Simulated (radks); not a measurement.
Charge is removed step by step from the 4d (averaged over the sub-levels emptied) level of Te+, starting from [Kr] 4d10 5s2 5p3. All-electron calculation, Dirac Kohn-Sham, BLYP, spin-unpolarised, spherical densities, point nucleus; open shells are shared between the two j in proportion to 2j + 1. Program: a radial shooting solver on a logarithmic mesh with Libxc functionals.

removed (e)	E - E(0) (eV)	eigenvalue (eV)	E minus straight line (eV)
0	0.000	-50.387	0.000
0.125	6.426	-52.437	-0.926
0.25	13.110	-54.514	-1.594
0.375	20.056	-56.619	-2.000
0.5	27.266	-58.749	-2.142
0.625	34.744	-60.904	-2.016
0.75	42.493	-63.084	-1.619
0.875	50.516	-65.288	-0.948
1	58.816	-67.514	0.000

Removing the whole electron costs 58.816 eV by Delta-SCF, against 50.387 eV from minus the eigenvalue at the starting occupation. Slater's transition state (half an electron removed) gives 58.749 eV. Integrating minus the eigenvalue over the occupation (Janak's theorem) gives 58.816 eV. The mean slope of the eigenvalue, de/dn, is 17.1 eV per electron.
